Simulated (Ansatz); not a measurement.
The cluster P3Se⁺. Charge 1, multiplicity 3. Geometry PBE-D4/def2-SVP, that of the neutral doublet; atoms count from 1.

```xyz
4

P    -0.3640    0.0685   -1.2349
P     0.3047    1.1100    0.5805
P    -1.3881   -0.3362    0.7042
Se    1.4474   -0.8423   -0.0499
```

At PBE0-D4/def2-TZVP a singlet of charge 1 lies 0.62 eV below the triplet at the same geometry. The structure comes from a short search, and lower isomers may exist.

(1) Estimate the Mulliken populations from the PBE0/def2-TZVP orbitals of Ansatz.

(2) Where does the spin sit?

(3) And the Mayer bond orders between heavy atoms (over 0.3)?

Answers

(1) 
| atom | charge (e) | spin (α − β) |
| --- | --- | --- |
| P1 | 0.23 | 0.05 |
| P2 | 0.23 | 0.05 |
| P3 | 0.21 | 1.01 |
| Se4 | 0.33 | 0.89 |
Mulliken values depend strongly on the basis.

(2) Summed by element: P 1.11, Se 0.89, of 2 unpaired in all. Largest on single atoms: P3 1.01, Se4 0.89, P1 0.05.

(3) P1–P2 0.97 (2.20 Å); P1–P3 1.05 (2.23 Å); P1–Se4 1.07 (2.35 Å); P2–P3 1.05 (2.23 Å); P2–Se4 1.07 (2.35 Å).
